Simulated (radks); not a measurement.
Species: Tl+. Configuration: [Hg]. Method: Dirac Kohn-Sham, PBE, spin-unpolarised, spherical densities, finite nucleus; Fermi nuclear charge, rms radius 5.4759 fm; computed with a radial shooting solver on a logarithmic mesh with Libxc functionals. Some entries of the table are withheld. Estimate them.

| orbital | occ. | eigenvalue (eV) | <1/r> (bohr^-1) |
|---|---|---|---|
| 1s1/2 | 2 | -85440.02 | 99.36 |
| 2s1/2 | 2 | -15206.66 | 24.52 |
| 2p1/2 | 2 | -14602.69 | 24.49 |
| 2p3/2 | 4 | -12537.27 | 19.69 |
| 3s1/2 | 2 | -3634.862 | 8.998 |
| 3p1/2 | 2 | -3361.231 | 8.912 |
| 3p3/2 | 4 | -2902.065 | 7.658 |
| 3d3/2 | 4 | -2448.577 | 7.558 |
| 3d5/2 | 6 | -2350.508 | 7.276 |
| 4s1/2 | 2 | (1) | 3.817 |
| 4p1/2 | 2 | -698.7006 | 3.708 |
| 4p3/2 | 4 | -587.0734 | 3.274 |
| 4d3/2 | 4 | -393.8120 | 3.075 |
| 4d5/2 | 6 | -372.9828 | 2.976 |
| 5s1/2 | 2 | -137.8312 | 1.570 |
| 4f5/2 | 6 | (2) | 2.625 |
| 4f7/2 | 8 | (3) | 2.587 |
| 5p1/2 | 2 | (4) | 1.446 |
| 5p3/2 | 4 | (5) | 1.285 |
| 5d3/2 | 4 | -24.0986 | 0.9758 |
| 5d5/2 | 6 | -21.8910 | 0.9359 |
| 6s1/2 | 2 | -16.3018 | 0.5349 |

Answer. 
(1) 4s1/2 eigenvalue (eV): -816.8349
(2) 4f5/2 eigenvalue (eV): -123.5380
(3) 4f7/2 eigenvalue (eV): -118.9391
(4) 5p1/2 eigenvalue (eV): -98.1745
(5) 5p3/2 eigenvalue (eV): -77.9741
